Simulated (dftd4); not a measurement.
C4H10NO (SMILES CC(=O)[NH+](C)C), charge +1, singlet, at a GFN2-xTB geometry; D4 for wb97x in dftd4 4.2.0.

Here is a job for dftd4.
```
$ dftd4 mol.xyz --func wb97x --charge 1 --json dftd4.json --noedisp --property

# file mol.xyz
16

C      1.84451228    -0.16032595    -0.88613207
C      0.81613648     0.22032475     0.09313187
O      0.87003053     0.83110118     1.09253692
N     -0.60532822    -0.31101254    -0.31495900
C     -1.51015039     0.83969760    -0.49868829
C     -1.09504241    -1.22078725     0.73817131
H      2.81045386     0.22653082    -0.56585121
H      1.91371221    -1.24471026    -0.97781629
H      1.61364826     0.24472685    -1.87188964
H     -0.53392805    -0.82675388    -1.19809560
H     -2.51417359     0.49527017    -0.73911591
H     -1.54389341     1.41956856     0.42300316
H     -1.15033541     1.47752753    -1.30427800
H     -0.43354487    -2.08042875     0.83147776
H     -1.11917926    -0.68859876     1.68848541
H     -2.09844226    -1.56830884     0.49960104
```

### Question
Predict the main parts of the log of this dftd4 run.

### Answer

```
                    ____  _____ _____     ____  _  _
      -------------|  _ \|  ___|_   _|---|  _ \| || |------------
     |             | | | | |_    | | ___ | | | | || |_           |
     |             | |_| |  _|   | ||___|| |_| |__   _|          |
     |             |____/|_|     |_|     |____/   |_|            |
     |             ===================================           |
     |            E. Caldeweyher, S. Ehlert & S. Grimme          |
     |          Mulliken Center for Theoretical Chemistry        |
     |                    University of Bonn                     |
      -----------------------------------------------------------

Rational (Becke-Johnson) damping: wb97x-D4-ATM
---------------------
  s6         1.0000
  s8         0.5093
  s9         1.0000
  a1         0.0662
  a2         5.4487
 alp        16.0000
--------------------

Atomic data, radii in Ångström:
------------------------------------------------------
   Z          R(cov)      r4/r2   hardness         EN
------------------------------------------------------
   6 C        1.0000     1.6431     0.4220     2.5500
   8 O        0.8400     1.3725     0.5869     3.4400
   7 N        0.9467     1.4350     0.5044     3.0400
   1 H        0.4267     1.0622     0.4726     2.2000
------------------------------------------------------

Atomic reference systems (in atomic units):
----------------------------------------------------------------------------
   Z        #      CN     q+Z       C6(AA)   #      CN     q+Z       C6(AA)
----------------------------------------------------------------------------
   6 C      1  0.0000  6.0000      49.3833   2  0.9189  5.8288      52.1688
            3  1.9079  5.8579      35.6972   4  2.8312  5.7775      35.8445
            5  3.7487  5.7435      28.6317   6  2.9183  5.8956      32.2504
            7  0.8556  6.2103      25.6194
   8 O      1  0.0000  8.0000      15.5711   2  0.8042  7.6453      20.8489
            3  1.6112  7.4012      24.8631   4  0.9798  8.0000      14.9880
   7 N      1  0.0000  7.0000      25.3714   2  0.8583  6.6470      32.5496
            3  1.8399  6.6987      28.5877   4  2.5804  6.1757      42.3910
            5  0.9809  7.0000      18.1534
   1 H      1  0.0000  1.0000       7.6362   2  0.8942  1.0000       3.0374
----------------------------------------------------------------------------

Atomic properties (in atomic units):
----------------------------------------------------------------------------
     #    Z              CN          q      C6(AA)        C8(AA)   alpha(0)
----------------------------------------------------------------------------
     1    6 C        3.7532    -0.1279     25.7391      744.4201     7.3212
     2    6 C        2.7368     0.2255     24.5748      710.7469     8.0903
     3    8 O        0.8564    -0.2900     19.5378      394.2835     5.9310
     4    7 N        3.5642    -0.4078     28.5621      630.1031     8.0024
     5    6 C        3.6951    -0.0660     24.5212      709.1971     7.1657
     6    6 C        3.6951    -0.0660     24.5212      709.1971     7.1657
     7    1 H        0.9247     0.1827      1.1909       14.3956     1.7065
     8    1 H        0.9245     0.1545      1.3617       16.4611     1.8249
     9    1 H        0.9245     0.1545      1.3617       16.4611     1.8249
    10    1 H        0.8593     0.2391      0.9268       11.2035     1.5081
    11    1 H        0.9247     0.1578      1.3399       16.1977     1.8102
    12    1 H        0.9246     0.1791      1.2110       14.6389     1.7209
    13    1 H        0.9247     0.1638      1.3023       15.7428     1.7846
    14    1 H        0.9247     0.1638      1.3023       15.7428     1.7846
    15    1 H        0.9246     0.1791      1.2110       14.6389     1.7209
    16    1 H        0.9247     0.1578      1.3399       16.1977     1.8102
----------------------------------------------------------------------------

Molecular properties (in atomic units):
----------------------------------------
 molecular C6                1665.1054
 molecular C8               36373.2906
----------------------------------------

Dispersion energy:      -1.8731495799407E-02 Eh

[Info] JSON dump of results written to 'dftd4.json'
```
